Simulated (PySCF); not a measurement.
Vertical excitations of a molecule C2H8FNSi2 from TDA-PBE0/def2-SVPD run with PySCF, as energy in eV (oscillator strength): 4.40 (0.000), 6.21 (0.348), 6.66 (0.000), 6.79 (0.014), 7.24 (0.109), 7.27 (0.017), 7.41 (0.002), 7.46 (0.008), 7.59 (0.008), 7.64 (0.039). Lowest triplet (TDA): 3.59 eV. Geometry optimised at B3LYP-D3(BJ)/def2-SVP. One conformer was computed; it need not be the lowest.

Task: Pick the molecule that these values belong to.
A) F[SiH]1CN([SiH3])C1
B) C=C(F)[Si@H](N)[SiH3]
C) C=C(F)[SiH2]N[SiH3]
D) F[C@H]([SiH3])/N=C\[SiH3]

Result: D, F[C@H]([SiH3])/N=C\[SiH3]
